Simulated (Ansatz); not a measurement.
`F[SiH](F)[O][GeH3]`. Charge 0, multiplicity 1. Geometry: relaxed with PBE0-D4/def2-TZVP. It is one conformer, not always the lowest.

```xyz
9

F    -0.433   -0.500    2.271
Si   -0.344   -1.243    0.872
F    -1.844   -1.427    0.389
O     0.490   -0.377   -0.180
Ge    0.464    1.233   -0.956
H     0.265   -2.562    1.065
H    -0.852    1.352   -1.735
H     1.685    1.238   -1.878
H     0.569    2.286    0.153
```

Q: What is the dipole moment at ωB97M-V/def2-TZVPP? (Estimate.)

A: Ansatz gave: 2.22 D, with components (1.12, 1.24, -1.46) D in this frame, pointing from negative to positive charge.

Q: And with PBE, r2SCAN, B3LYP? (An estimate is asked.)

A: Ansatz gave: PBE 2.12 D, r2SCAN 2.16 D, B3LYP 2.20 D.

Q: Give the Mulliken charges with ωB97M-V, B3LYP, PBE in def2-TZVPP. (An estimate is asked.)

A: Computed: 
```json
{"atom": "F1", "ωB97M-V": "-0.31", "B3LYP": "-0.32", "PBE": "-0.27"}
{"atom": "Si2", "ωB97M-V": "0.79", "B3LYP": "0.85", "PBE": "0.72"}
{"atom": "F3", "ωB97M-V": "-0.31", "B3LYP": "-0.32", "PBE": "-0.27"}
{"atom": "O4", "ωB97M-V": "-0.47", "B3LYP": "-0.46", "PBE": "-0.38"}
{"atom": "Ge5", "ωB97M-V": "0.26", "B3LYP": "0.31", "PBE": "0.29"}
{"atom": "H6", "ωB97M-V": "-0.05", "B3LYP": "-0.09", "PBE": "-0.09"}
{"atom": "H7", "ωB97M-V": "0.03", "B3LYP": "0.01", "PBE": "0.00"}
{"atom": "H8", "ωB97M-V": "0.02", "B3LYP": "0.00", "PBE": "0.00"}
{"atom": "H9", "ωB97M-V": "0.03", "B3LYP": "0.01", "PBE": "0.00"}
```

B3LYP here is the variant with VWN-RPA as its local correlation; programs differ in this.
